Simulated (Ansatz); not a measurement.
Ansatz (a first-principles code) input:

Ansatz 0.2 input:
```yaml
crystal:
  periodic: [false, false, false]
  atoms:
    - {symbol: C, position_ang: [-1.97723565, 0.19290964, 0.37995491]}
    - {symbol: C, position_ang: [-0.68865013, 0.60227504, -0.26283132]}
    - {symbol: C, position_ang: [0.47066605, -0.10075517, -0.04994972]}
    - {symbol: O, position_ang: [0.70081760, -1.12426625, 0.64511093]}
    - {symbol: O, position_ang: [1.61516907, 0.42061896, -0.73738613]}
    - {symbol: H, position_ang: [-2.41028913, 0.95988551, 1.04632939]}
    - {symbol: H, position_ang: [-1.80044018, -0.69677299, 0.99027984]}
    - {symbol: H, position_ang: [-2.77617883, -0.06280368, -0.33847585]}
    - {symbol: H, position_ang: [-0.66077050, 1.46979809, -0.91086996]}
    - {symbol: H, position_ang: [2.29110372, -0.20750571, -0.45210502]}
basis:
  gaussian:
    orbitals: aug-cc-pVTZ
total_charge: -1
magnetization: {spin_polarized: false}
correlation: {method: ccsd_t, electrons: outside_noble_gas}
```

Q: Predict the final energy.

A: -267.40920 Eh (CCSD(T)/aug-cc-pVTZ). The basis has 345 functions.

It need not be the lowest isomer of its formula. Whether it binds its extra electron was not tested at this geometry.
